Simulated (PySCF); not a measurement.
**J couplings in SMILES N#C[Se]c1ccccc1, C7H5NSe**

Geometry:
| atom | x (Å) | y (Å) | z (Å) |
| --- | --- | --- | --- |
| N1 | 3.833 | 0.305 | 1.744 |
| C2 | 3.257 | -0.050 | 0.799 |
| Se3 | 2.410 | -0.623 | -0.727 |
| C4 | 0.608 | -0.256 | -0.157 |
| C5 | -0.158 | -1.283 | 0.396 |
| C6 | -1.475 | -1.025 | 0.773 |
| C7 | -2.016 | 0.247 | 0.598 |
| C8 | -1.245 | 1.267 | 0.042 |
| C9 | 0.071 | 1.019 | -0.343 |
| H10 | 0.277 | -2.275 | 0.536 |
| H11 | -2.078 | -1.824 | 1.210 |
| H12 | -3.048 | 0.446 | 0.897 |
| H13 | -1.669 | 2.265 | -0.096 |
| H14 | 0.682 | 1.811 | -0.780 |

Method: indirect couplings at PBE/pcJ-1 (dyall-v2z on Se), gas phase, Gaussian nuclear model, PBE0-D3(BJ)/def2-SVP geometry; PySCF 2.14 with density-fitted X2C routines.

Non-relativistic values:
| coupling | atoms | J (Hz) |
| --- | --- | --- |
| 1J(77Se,13C) | Se3 – C2 | -257.5 |
| 1J(77Se,13C) | Se3 – C4 | -114.2 |
| 2J(77Se,15N) | Se3 – N1 | 32.5 |
| 2J(77Se,13C) | Se3 – C5/C9 | 10.2 |
| 3J(77Se,1H) | Se3 – H10/H14 | 3.7 |
| 4J(77Se,13C) | Se3 – C7 | 0.9 |
| 4J(77Se,1H) | Se3 – H11/H13 | 1.7 |

**Question.** What do two-component X2C with spin–orbit coupling give?

**Answer.** 
```json
{"coupling": "1J(77Se,13C)", "atoms": "Se3 – C2", "with spin–orbit (Hz)": "-297.9"}
{"coupling": "1J(77Se,13C)", "atoms": "Se3 – C4", "with spin–orbit (Hz)": "-132.9"}
{"coupling": "2J(77Se,15N)", "atoms": "Se3 – N1", "with spin–orbit (Hz)": "34.1"}
{"coupling": "2J(77Se,13C)", "atoms": "Se3 – C5/C9", "with spin–orbit (Hz)": "8.9"}
{"coupling": "3J(77Se,1H)", "atoms": "Se3 – H10/H14", "with spin–orbit (Hz)": "3.1"}
{"coupling": "4J(77Se,13C)", "atoms": "Se3 – C7", "with spin–orbit (Hz)": "1.1"}
{"coupling": "4J(77Se,1H)", "atoms": "Se3 – H11/H13", "with spin–orbit (Hz)": "1.7"}
```

The largest listed coupling, 1J(77Se,13C), ends at 1.16 times its non-relativistic value. Equivalent partners are averaged, as under fast rotation. In the static structure 2J(77Se,13C) spreads over 10.7, 7.1 Hz.
